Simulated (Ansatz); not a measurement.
`C[SiH2]N(C)[SiH3]` + `[NH2][ZnH]` → `C[SiH2][NH][ZnH]` + `CN[SiH3]` at 700 K and 1 bar (ligand exchange at the Si–N bond).

Program: Ansatz. Geometries: PBE0-D4/def2-TZVP. ΔE: electronic, gas phase. CCSD(T)/CBS adds triple-zeta CCSD(T) − MP2 to the extrapolated MP2 energy (def2 sets, frozen cores). For Zn outer-core shells are correlated without core-valence functions, which leaves a few kJ/mol of doubt a bond. Scalar relativity is left out up to krypton. Each species was taken in one conformer, which may not be the lowest.

```
            species  CCSD(T)/CBS energy (Eh)  H − E (kJ/mol)  S (J/(mol·K))
`C[SiH2]N(C)[SiH3]`               -715.62877           430.8          562.7
       `[NH2][ZnH]`              -1834.88092           121.1          319.1
 `C[SiH2][NH][ZnH]`              -2164.46335           280.8          481.3
         `CN[SiH3]`               -386.04948           271.2          396.1
```

H − E and S are ideal-gas, rigid-rotor, harmonic terms from PBE0-D4/def2-TZVP, for one conformer and one mirror image of each species. 1 Eh = 2625.50 kJ/mol, R = 8.31446 J/(mol·K).

Task: By hand: ΔE, ΔH, ΔS and ΔG.

Result: ΔE = (-2164.46335) + (-386.04948) − (-715.62877) − (-1834.88092) = -0.00314 Eh = -8.2 kJ/mol. Δ(H − E) = 280.8 + 271.2 − 430.8 − 121.1 = 0.1, so ΔH = -8.1 kJ/mol. ΔS = 481.3 + 396.1 − 562.7 − 319.1 = -4.4 J/(mol·K). ΔG = -8.1 − 700 × (-4.4)/1000 = -5.0 kJ/mol.

Task: By hand: the equilibrium constant, and the temperature at which ΔG would vanish if ΔH and ΔS stayed fixed.

Result: log₁₀ K = −ΔG/(RT ln 10) = 0.4. ΔG = 0 at ΔH/ΔS = 1841 K, though so small a ΔH makes that figure unsure.

TΔS isn't small against ΔH here. The sign of ΔG lies within the doubt. A doubt of 5 kJ/mol in ΔE shifts log₁₀ K by 0.4 here. Other conformers and mirror images would add mixing entropy, several J/(mol·K) or more a flexible species. Modes under 60 cm⁻¹, often nearly free rotors, make the harmonic entropy too high. These are equilibria of isolated gas molecules and say nothing of rates. Largest T1 diagnostic: 0.016 (customary marks: 0.02 for closed shells, 0.045 for open ones).
